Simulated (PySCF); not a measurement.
Simulated absorption spectrum

Species: C5H5F3O.
Structure used (GFN2-xTB), in Å, numbered top down from 1:
```xyz
14
C5H5F3O angstrom
C     -2.185    0.015   -0.576
C     -1.145    0.983   -0.176
C      0.125    0.706    0.165
C      0.699   -0.625    0.182
O      0.156   -1.688    0.015
C      2.236   -0.588    0.452
F      2.512    0.020    1.620
F      2.876    0.111   -0.502
F      2.782   -1.799    0.494
H     -2.772    0.417   -1.400
H     -2.868   -0.136    0.262
H     -1.763   -0.948   -0.844
H     -1.452    2.022   -0.160
H      0.797    1.509    0.431
```

The calculation used TDDFT CAM-B3LYP/def2-SVPD, vertical, gas phase, core orbitals frozen in the response in PySCF 2.14.0, density-fitted response routines.

Each state is given a Gaussian of 0.4 eV full width at half maximum, with ε(max) = 2.175×10⁸ f / Δν̃ (Δν̃ the width in cm⁻¹). The cross-section is σ = 3.8235×10⁻²¹ ε cm², given in Mb (10⁻¹⁸ cm²). The width is an assumption, not a result. The curve ends short of the highest state used, and states not computed would add to its high-energy end.

```
E (eV)  σ (Mb)
  3.20    0.00
  3.31    0.00
  3.41    0.01
  3.52    0.03
  3.63    0.07
  3.73    0.11
  3.84    0.11
  3.94    0.08
  4.05    0.04
  4.16    0.01
  4.26    0.00
  4.37    0.00
  4.48    0.00
  4.58    0.00
  4.69    0.00
  4.80    0.01
  4.90    0.08
  5.01    0.72
  5.12    4.30
  5.22   15.11
  5.33   40.32
  5.44   70.72
  5.54   81.91
  5.65   64.52
  5.76   33.42
  5.86   12.77
  5.97    2.97
  6.07    0.55
  6.18    0.06
  6.29    0.00
  6.39    0.00
  6.50    0.00
  6.61    0.00
  6.71    0.00
  6.82    0.01
  6.93    0.04
  7.03    0.09
  7.14    0.17
  7.25    0.24
  7.35    0.36
  7.46    0.76
  7.57    1.70
  7.67    2.78
  7.78    3.35
```

(1) Locate the maxima and give the states behind the curve.

(2) On this curve, what absorbance would a 10⁻⁴ mol/L sample give at 365 nm over a 1 cm path?

(3) Coming from long wavelengths, where does ε first pass 100 L mol⁻¹ cm⁻¹?

## Answers

(1) 326 nm (3.80 eV), ε about 30, made up of S1 (100%); 224 nm (5.53 eV), ε about 21000, made up of S2 (100%) (ε in L mol⁻¹ cm⁻¹; maxima over ε = 5, shares over 10%). At its high-energy end, 7.78 eV, the curve is still rising (ε about 880, from S5). The states used: S1 3.80 eV (f 0.0004); S2 5.53 eV (f 0.318); S3 7.15 eV (f 0.0003); S4 7.31 eV (f 0.0006); S5 7.76 eV (f 0.012); S6 8.00 eV (f 0.0012); S7 8.16 eV (f 0.0034); S8 8.38 eV (f 0.0051).

(2) 365 nm is 3.397 eV, where ε is about 1.8 L mol⁻¹ cm⁻¹, so A = ε c l ≈ 0.00018 (Beer–Lambert, with the gas-phase spectrum and the assumed width).

(3) At about 249 nm (4.98 eV), 1.18 eV above S1.

The run took 61 s on an Arm Neoverse V2 with one thread, no GPU, shared host with 96 logical CPUs at a one-minute load of 39, and the process peaked at 1.1 GiB of memory.

One conformer stands for the species.
